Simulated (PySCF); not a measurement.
BrF⁻ at r²SCAN

Computed with r²SCAN; Br aug-pcseg-1, F aug-pcseg-1; no relativity (PySCF 2.14).

```json
{"state": "²Σ⁺ (doublet), unpaired electrons σ ↑", "bond length": "2.346 Å", "harmonic wavenumber": "261 cm⁻¹", "force constant": "0.615 mdyn/Å", "rotational constant Be": "0.2000 cm⁻¹", "anharmonicity ωexe": "2.82 cm⁻¹", "vibration–rotation constant αe": "0.00249 cm⁻¹", "well depth De to Br + F⁻": "2.09 eV", "dissociation energy D0": "2.08 eV", "bond order (Mayer)": "0.41", "dipole moment (positive dipole points towards F; it is taken about the centre of mass and depends on that origin)": "-2.82 D"}
```

Spin–orbit coupling is left out. For an ion De counts to the pair picked by the measured ionisation energies or electron affinities, which need not be the lowest pair at this level. The state was picked by a PBE0 search and need not be the measured ground state.
